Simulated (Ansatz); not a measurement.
Sn2Ge⁺ was relaxed with PBE0-D4 (def2-TZVP) in Ansatz in these states: charge +1 doublet, charge +1 quartet. The geometries follow in no particular order.

In the def2 sets Sn takes a core potential; there is no spin–orbit coupling.

A:

Cartesian coordinates in Å:
```
Ge 0.321 -1.524 -0.096
Sn -1.596 0.483 -0.323
Sn 1.275 1.041 0.419
```

B:

```tsv
atom	x (Å)	y (Å)	z (Å)
Ge1	0.641	0.372	0.905
Sn2	-1.646	1.088	-0.037
Sn3	1.005	-1.460	-0.868
```

Judge from the bond lengths which geometry belongs to which state (an estimate).

A is the charge +1 quartet (Ge1–Sn2 2.785 Å, Ge1–Sn3 2.785 Å); B is the charge +1 doublet (Ge1–Sn2 2.575 Å, Ge1–Sn3 2.575 Å).

At PBE0-D4/def2-TZVP a doublet lies 0.25 eV below the charge +1 quartet. These are the stationary points nearest to one start from a short search; other shapes may lie lower in each state.
